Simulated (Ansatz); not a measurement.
Ansatz (a program for electronic structure) input (B2PLYP/def2-TZVPD):

Ansatz 0.2 input:
```yaml
crystal:
  periodic: [false, false, false]
  atoms:
    - {symbol: C, position_ang: [-2.72378028, -0.33935948, -0.31739054]}
    - {symbol: C, position_ang: [-1.26585241, -0.49221058, -0.73788584]}
    - {symbol: C, position_ang: [-0.36522548, 0.59070133, -0.10767951]}
    - {symbol: C, position_ang: [1.04534882, 0.47192152, -0.53733746]}
    - {symbol: C, position_ang: [2.09507718, 0.06303166, 0.33475433]}
    - {symbol: O, position_ang: [1.92864998, -0.21305796, 1.52481998]}
    - {symbol: H, position_ang: [-2.82746065, -0.40735749, 0.76752068]}
    - {symbol: H, position_ang: [-3.34457610, -1.11873084, -0.76235467]}
    - {symbol: H, position_ang: [-3.12465080, 0.62758430, -0.63007032]}
    - {symbol: H, position_ang: [-0.89217291, -1.47482338, -0.44019000]}
    - {symbol: H, position_ang: [-1.18451963, -0.44336704, -1.82757454]}
    - {symbol: H, position_ang: [-0.41812263, 0.52390354, 0.97959673]}
    - {symbol: H, position_ang: [-0.75309292, 1.57236856, -0.40561140]}
    - {symbol: H, position_ang: [1.29869697, 0.66435738, -1.57531221]}
    - {symbol: H, position_ang: [3.10329192, -0.00397828, -0.11132979]}
basis:
  gaussian:
    orbitals: def2-TZVPD
hamiltonian:
  xc: {name: B2PLYP}
magnetization: {spin_polarized: true, initial_magnetization: 1}
correlation: {electrons: outside_noble_gas}
```

End of the output:

```
2107 factors; integrals over basis functions are off by at most 1.0e-3 eV
0.45 GiB of the device are held for the grids
1.65 GiB of device memory are held for the factors and their scratch space
mean field: 3.07 GiB planned
mean field evaluation 1: about -7357.0581 eV, gradient 4.1e1 eV
mean field evaluation 2: about -7357.1066 eV, gradient 4.1e1 eV
mean field evaluation 4: about -7364.2582 eV, gradient 9.1e0 eV
mean field evaluation 8: about -7364.6046 eV, gradient 8.5e-1 eV
mean field evaluation 16: about -7364.6242 eV, gradient 9.0e-3 eV
mean field evaluation 32: about -7364.6242 eV, gradient 2.5e-6 eV
mean field -7364.62423924 eV, -270.6449488704 hartree, gradient 2.5e-6 eV, S^2 0.795582; 0 other end points of the search recorded, 0 dependent functions left out
6 core orbitals not correlated
reference -7364.62445519 eV, -270.6449568066 hartree; 18, 17 occupied and 282, 283 virtual orbitals, 2107 factors
second order -34.00134151 eV of doubles, -0.00000000 eV of singles
Total energy: -7373.80481740 eV, -270.9823288950 hartree
```

It need not be the lowest isomer of its formula.
